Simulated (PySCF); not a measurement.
Species: C8H13P.
Numbering: `[CH3:1][CH2:2][CH2:3][P:4]1[CH:5]=[CH:6][CH2:7][CH:8]=[CH:9]1`

NICS = −σ at a ghost point: NICS(0) at the centroid of the ring atoms, NICS(1) 1 Å to either side along the normal of their mean plane, zz for the tensor component along that normal. Level: GIAO B97-2/pcSseg-1 (PySCF, non-relativistic, gas phase) on the PBE0-D3(BJ)/def2-SVP geometry, one conformer.

Ring bond lengths (Å): P4–C5 1.817, C5–C6 1.339, C6–C7 1.498, C7–C8 1.498, C8–C9 1.339, C9–P4 1.815.

Q: What do the NICS probes read (ppm)?

A: 
```csv
ring,type,NICS(0),"NICS(1), two faces","NICS(1)zz, two faces",rms pucker (Å),"centre to ring atoms, mean (Å)"
P4–C5–C6–C7–C8–C9,"6-membered ring with P; formal bonds 2 double, 4 single",1.4,-0.3 / -0.8,3.9 / 4.6,0.10,1.54
```

Q: What do they say, and how far can they be read as aromaticity?

A: 
- P4–C5–C6–C7–C8–C9: mean NICS(1)zz 4.3 ppm, deshielded. C7 has four or more neighbours, and the NICS criterion for π rings isn't applied.

Q: At the first NICS(1) probe listed for ring P4–C5–C6–C7–C8–C9, 1 Å off the ring, what do the in-plane components average?

A: The isotropic value is a third of the trace: (3 × -0.3 − (3.9))/2 = -2.4 ppm.

Q: How do the values depend on the level or the medium?

A: 
| level | NICS(0), P4–C5–C6–C7–C8–C9 | mean NICS(1)zz, P4–C5–C6–C7–C8–C9 |
| --- | --- | --- |
| B97-2/pcSseg-1, gas | 1.4 | 4.3 |
| PBE0/pcSseg-1, gas | 1.5 | 4.3 |
| PBE0/pcSseg-1, IEF-PCM chloroform | 1.5 | 4.3 |
| PBE0/pcSseg-1, IEF-PCM dichloromethane | 1.6 | 4.3 |

The geometry is the same throughout; the continuum's cavity takes Bondi-type radii × 1.2.

The values belong to the conformer `[CH3:1][CH2:2][CH2:3][P:4]1[CH:5]=[CH:6][CH2:7][CH:8]=[CH:9]1`: C1–C2–C3–P4 64°, C2–C3–P4–C5 78°.
